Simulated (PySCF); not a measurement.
C7H6N2.
Geometry (PBE0-D3(BJ)/def2-TZVP, Å), atoms numbered from 1 in this order:
```xyz
15
C7H6N2 angstrom
C     -1.7993    0.6034    0.5756
C     -1.6339   -0.7752    0.8031
C     -0.4643   -1.4277    0.4838
C      0.5546   -0.6573   -0.0790
N      1.8058   -0.9693   -0.5024
N      2.4677    0.0916   -0.9896
C      1.6518    1.1138   -0.8862
C      0.4091    0.7251   -0.3146
C     -0.7920    1.3592    0.0211
H     -2.7386    1.0716    0.8445
H     -2.4503   -1.3372    1.2418
H     -0.3449   -2.4897    0.6624
H      2.2564   -1.8658   -0.5006
H      1.9689    2.0914   -1.2172
H     -0.9249    2.4210   -0.1514
```

All values: wB97X-D/pcSseg-2 (PySCF, non-relativistic), on one gas-phase PBE0-D3(BJ)/def2-TZVP geometry that isn't relaxed in the solvent. The solvent is an IEF-PCM continuum (Bondi radii, 1.10 Å for H, scaled by 1.2). The model holds no explicit solvent molecules, cavitation or dispersion.

Gas phase at wB97X-D/pcSseg-2: HOMO -8.24 eV, LUMO 0.75 eV, dipole 1.78 D.

Q: What does the continuum do to the energy, the frontier levels and the dipole at wB97X-D/pcSseg-2 in chloroform?

A: 
```json
{"solvent": "chloroform", "ε": "4.711", "E(solvent) − E(gas) (kJ/mol)": "-21.88", "polarisation term (kJ/mol)": "-24.31", "distortion of the solute (kJ/mol)": "2.43", "HOMO (eV)": "-8.21", "LUMO (eV)": "0.75", "dipole (D)": "2.28"}
```

The polarisation term is half the interaction of the solute with the surface charges that it induces; the rest is the cost of distorting the solute's density. The sum is the electrostatic part of solvation alone.

Q: Which radius a makes the point-dipole formula ΔE = −[(ε − 1)/(2ε + 1)]·μ²/a³ give the value in chloroform, with the gas-phase dipole?

A: μ = 0.700 au and |ΔE| = 0.00833 Eh give a = 1.46 Å; the farthest nucleus lies 3.12 Å from the centroid of the nuclei, so such a sphere wouldn't even hold the nuclei. The formula assumes a rigid point dipole at the centre of a sphere.

Q: Give the dipole vector in the frame of the coordinates (D, pointing from negative to positive charge), gas and chloroform.

A: Gas (-1.16, -1.16, 0.69), solvent (-1.48, -1.49, 0.88). Its length changes by +28 % and its direction by less than 1°.

Note: wB97X-D ran without an empirical dispersion term, which enters the total energy and its gradient alone.
